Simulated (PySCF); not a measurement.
Molfile (atoms numbered from 1):
```
C3H11N2PSi
     RDKit          3D

 18 18  0  0  0  0  0  0  0  0999 V2000
   -0.1328    2.0822   -0.1996 C   0  0  0  0  0  0  0  0  0  0  0  0
   -0.3929    0.6708   -0.2060 N   0  0  0  0  0  0  0  0  0  0  0  0
   -1.2992    0.2064    0.8170 C   0  0  0  0  0  0  0  0  0  0  0  0
   -1.3627   -1.3119    0.7027 C   0  0  0  0  0  0  0  0  0  0  0  0
   -0.0265   -1.7363    0.3506 N   0  0  0  0  0  0  0  0  0  0  0  0
    0.6848   -0.5751   -0.6974 Si  0  0  2  0  0  4  0  0  0  0  0  0
    2.8510   -0.3333   -0.1691 P   0  0  0  0  0  0  0  0  0  0  0  0
   -1.0590    2.6359   -0.3826 H   0  0  0  0  0  0  0  0  0  0  0  0
    0.2847    2.4198    0.7577 H   0  0  0  0  0  0  0  0  0  0  0  0
    0.5764    2.3168   -0.9900 H   0  0  0  0  0  0  0  0  0  0  0  0
   -0.9373    0.4958    1.8138 H   0  0  0  0  0  0  0  0  0  0  0  0
   -2.2891    0.6531    0.6707 H   0  0  0  0  0  0  0  0  0  0  0  0
   -2.0906   -1.5941   -0.0694 H   0  0  0  0  0  0  0  0  0  0  0  0
   -1.6686   -1.7654    1.6494 H   0  0  0  0  0  0  0  0  0  0  0  0
    0.0727   -2.7310    0.2390 H   0  0  0  0  0  0  0  0  0  0  0  0
    0.4530   -0.7499   -2.1488 H   0  0  0  0  0  0  0  0  0  0  0  0
    3.2775   -1.3280   -1.0294 H   0  0  0  0  0  0  0  0  0  0  0  0
    3.0499    0.6505   -1.1202 H   0  0  0  0  0  0  0  0  0  0  0  0
  1  2  1  0
  2  3  1  0
  3  4  1  0
  4  5  1  0
  5  6  1  0
  6  7  1  0
  6  2  1  0
  1  8  1  0
  1  9  1  0
  1 10  1  0
  3 11  1  0
  3 12  1  0
  4 13  1  0
  4 14  1  0
  5 15  1  0
  6 16  1  6
  7 17  1  0
  7 18  1  0
M  END
```

Geometry: GFN2-xTB; GIAO absolute shieldings from PySCF, gas phase, non-relativistic, averaged over equivalent atoms.

At BHandHLYP/pcSseg-1 (188 basis functions, 35 s wall time on 1 thread of an Intel Xeon Platinum 8259CL, shared host):
```tsv
atoms	σ (ppm)
C3	132.3
C4	140.1
C1	151.4
N5	233.7
N2	245.0
Si6	361.6
P7	599.5
H16	26.27
H14	28.52
H13	28.58
H11	29.07
H12	29.12
H8/H9/H10	29.29
H17/H18	31.13
H15	31.63
```

Problem. What do these become at B3LYP/6-31++G**?

Solution. 
| atoms | σ at B3LYP/6-31++G** | change |
| --- | --- | --- |
| C3 | 139.6 | +7.3 |
| C4 | 147.6 | +7.5 |
| C1 | 159.2 | +7.8 |
| N5 | 232.4 | -1.3 |
| N2 | 238.1 | -6.9 |
| Si6 | 400.7 | +39.1 |
| P7 | 621.8 | +22.3 |
| H16 | 25.62 | -0.65 |
| H14 | 28.38 | -0.14 |
| H13 | 28.28 | -0.30 |
| H11 | 28.80 | -0.27 |
| H12 | 28.94 | -0.18 |
| H8/H9/H10 | 29.16 | -0.13 |
| H17/H18 | 31.05 | -0.08 |
| H15 | 31.37 | -0.26 |

The largest change is at Si6 (silicon bonded to 2 N, P, H, in a 5-membered ring). Cost: 200 basis functions, 47 s wall time on 1 thread of an Intel Xeon Platinum 8259CL, shared host. The order of the carbon signals is the same at both levels.
